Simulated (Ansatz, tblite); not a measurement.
Isomers of Re$_{2}$O$_{6}$⁻ (doublet), found by a short tight-binding search and relaxed with PBE-D4/def2-SVPD in Ansatz.

In the def2 sets Re takes a core potential; there is no spin–orbit coupling. The xTB rows come from tblite. B3LYP takes the VWN-RPA correlation. Correlated methods freeze 6 core orbitals; core or outer-core shells of Re are correlated, in sets that lack core-valence functions.

Run but left out: HF/def2-TZVPD, MP2/def2-TZVPD (A: ⟨S²⟩ 2.11, where a pure state has 0.75).

A: At PBE0-D4/def2-TZVPD the charge -1 doublet is spin-contaminated (final ⟨S²⟩ up to 0.84, 0.75 for a pure state). It holds 1 O–O bond. B: It holds 1 O–O bond. C: It holds 1 O–O bond.

Other spin states weren't relaxed.

A:

```xyz
8

Re   -0.633    0.783    0.306
Re    0.295   -1.240   -1.026
O     0.187    0.667   -1.446
O     1.846   -1.852   -0.557
O     0.920    1.789    2.722
O    -2.359    0.810    0.252
O    -0.889   -2.251   -1.789
O     0.633    1.295    1.537
```

B:

```xyz
8

Re    0.490   -0.092    0.859
Re   -0.652    0.572   -1.350
O    -0.568   -0.634   -2.598
O    -1.397    0.123    0.390
O     1.356   -1.805    1.055
O     1.284    1.304    1.459
O     0.155   -1.734    1.918
O    -0.669    2.266   -1.732
```

C:

Cartesian coordinates in Å:
```
Re 0.297 1.100 0.234
Re 0.079 -1.544 -0.114
O 0.443 -0.338 1.439
O -1.122 2.422 0.413
O 1.847 1.551 -0.362
O -1.482 1.394 -0.574
O -1.513 -2.195 -0.290
O 1.450 -2.390 -0.745
```

Estimate their order by electronic energy at RPA@PBE/def2-TZVPD, counted from the lowest.

B (0.0) < C (5.5) < A (35.1), in kcal/mol.

Do the other levels pick the same lowest one?

All that were run do. Energies above each level's lowest (kcal/mol):

```json
{"level": "GFN1-xTB", "A": "14.9", "B": "0.0", "C": "3.1"}
{"level": "GFN2-xTB", "A": "4.8", "B": "0.0", "C": "0.1"}
{"level": "PBE-D4/def2-TZVPD", "A": "27.6", "B": "0.0", "C": "5.3"}
{"level": "r2SCAN-D4/def2-TZVPD", "A": "31.4", "B": "0.0", "C": "4.4"}
{"level": "B3LYP-D4/def2-TZVPD", "A": "31.5", "B": "0.0", "C": "3.2"}
{"level": "PBE0-D4/def2-TZVPD", "A": "34.0", "B": "0.0", "C": "3.0"}
{"level": "RPA@PBE/def2-TZVPD", "A": "35.1", "B": "0.0", "C": "5.5"}
```
Point groups (tolerance 0.1 Å): A not assigned, B not assigned, C not assigned. B and C have the same bonds, so they are conformers or stereoisomers. Lower isomers may exist.
